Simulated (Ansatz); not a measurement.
## An input for SiI4 (SMILES I[Si](I)(I)I)

The species is SiI4 (5 atoms), meant as a singlet with charge 0. SMILES: `I[Si](I)(I)I`. The shape is that of a PBE0-D4/def2-TZVP optimisation. The run starts from this shape.

```xyz
5

I    -1.1709    0.0138    2.1273
Si    0.0000    0.0000    0.0000
I     2.0571   -1.2721    0.2166
I    -1.4092   -1.0219   -1.6930
I     0.5231    2.2802   -0.6508
```

Settings wanted:

```json
{
  "basis set": "3-21G",
  "integral approximation": "automatic",
  "walk f tol": "0.002 eV/angstrom",
  "task": "optimise",
  "method": "HF",
  "dispersion": "none",
  "reference": "RHF",
  "accuracy": "medium",
  "d and f functions": "Cartesian"
}
```

Question: Give an Ansatz 0.2.0 job that does this.

Answer: One that was run (others would do as well):

run.yaml:
```yaml
crystal:
  periodic: [false, false, false]
  atoms:
    - {symbol: I, position_ang: [-1.170950, 0.013800, 2.127270]}
    - {symbol: Si, position_ang: [0.000000, -0.000000, 0.000000]}
    - {symbol: I, position_ang: [2.057060, -1.272080, 0.216610]}
    - {symbol: I, position_ang: [-1.409190, -1.021940, -1.693050]}
    - {symbol: I, position_ang: [0.523090, 2.280220, -0.650830]}
basis:
  gaussian:
    orbitals: 3-21G.json
magnetization:
  spin_polarized: false
  initial_magnetization: 0
hamiltonian:
  xc: hf
relax:
  f_tol: 0.002
output: {orbitals: {seedname: orbitals}}
```

```bash
$ ansatz run run.yaml --threads 1 --pin off --max-ram 3480MiB --events-out events.jsonl --progress --plain --runs-dir runs
```

(Basis files named in the input come from the Basis Set Exchange and aren't shown.)

Calculated total energy at the end of the run: -27838.87051 Eh. The run is non-relativistic.
